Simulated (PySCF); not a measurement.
# Ionisation energy along the 31-electron series

Calculated with PySCF 2.14 and a two-component X2C-1e Hamiltonian (Gaussian nucleus, no Breit or QED terms), each ion in its own even-tempered basis scaled to its charge; GMP2 freezes [Ne] and drops the highest virtual spinors. Values in eV. NIST values: (m) measured, (s) semi-empirical, (t) theoretical.

```tsv
ion	configuration	GHF (screened spin-orbit)	GMP2 (screened spin-orbit)	NIST
Tc(12+)	[Ar] 3d10 4s2 4p1	261.66	262.34	262.08 ± 0.12 (s)
Ru(13+)	[Ar] 3d10 4s2 4p1	295.29	295.97	295.9 ± 0.09 (s)
Rh(14+)	[Ar] 3d10 4s2 4p1	330.74	331.43	331.58 ± 0.14 (s)
```

Between Z = 43 and Z = 45 the GMP2 (screened spin-orbit) value grows as Z to the power 5.14.
